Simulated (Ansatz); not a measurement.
Abridged output of a molecular run in Ansatz:

```
Functional definition: HF
1211 factors; integrals over basis functions are off by at most 9.5e-4 eV
mean field evaluation 1: about -127207.3084 eV, gradient 2.1e1 eV
mean field evaluation 2: about -127207.5039 eV, gradient 2.1e1 eV
mean field evaluation 4: about -127209.0140 eV, gradient 3.0e0 eV
mean field evaluation 8: about -127209.0521 eV, gradient 1.9e-1 eV
mean field -127209.05232740 eV, -4674.8464476393 hartree, gradient 8.2e-6 eV, S^2 0.000000; 0 other end points of the search recorded, 0 dependent functions left out
19 core orbitals not correlated: weight in the atoms' cores, before any rotation towards them, 1.000 or more for the frozen orbitals, at most 0.000 for the correlated occupied ones
reference -127209.05232740 eV, -4674.8464476393 hartree; 20, 20 occupied and 158, 158 virtual orbitals, 1211 factors
second order -19.77686023 eV of doubles, -0.00000000 eV of singles
cycle   1  -19.88355964 eV  change   -1.1e-1 eV  update   9.7e-2
cycle   2  -20.47191760 eV  change   -5.9e-1 eV  update   2.8e-2
cycle   3  -20.52561343 eV  change   -5.4e-2 eV  update   1.2e-2
cycle   4  -20.51678226 eV  change    8.8e-3 eV  update   3.3e-3
cycle   5  -20.51807934 eV  change   -1.3e-3 eV  update   1.4e-3
cycle   6  -20.51766632 eV  change    4.1e-4 eV  update   4.4e-4
cycle   7  -20.51751310 eV  change    1.5e-4 eV  update   1.4e-4
cycle   8  -20.51756597 eV  change   -5.3e-5 eV  update   4.5e-5
cycle   9  -20.51756343 eV  change    2.5e-6 eV  update   1.4e-5
perturbative correction -0.79281510 eV, -0.0291354174 hartree
Total energy: -127230.36270592 eV, -4675.6295896053 hartree
```

Its atoms:

Z-matrix (Å, degrees):
```
C
Se 1 1.952
H 1 1.088 2 110.5
H 1 1.090 2 106.0 3 -118.5
H 1 1.088 2 110.5 3 122.9
As 2 2.371 1 96.4 3 -61.9
H 6 1.523 2 96.1 1 133.1
H 6 1.523 2 95.9 1 -134.3
```

Which basis set was used?
A. cc-pV(Q+d)Z
B. def2-SVPD
C. def2-TZVPPD
D. def2-TZVPP

D. It gives 197 functions.

Write the keys of the input that set method, charge and spin (a neutral closed shell needs none for the last two).


```yaml
correlation: {method: ccsd_t}
```
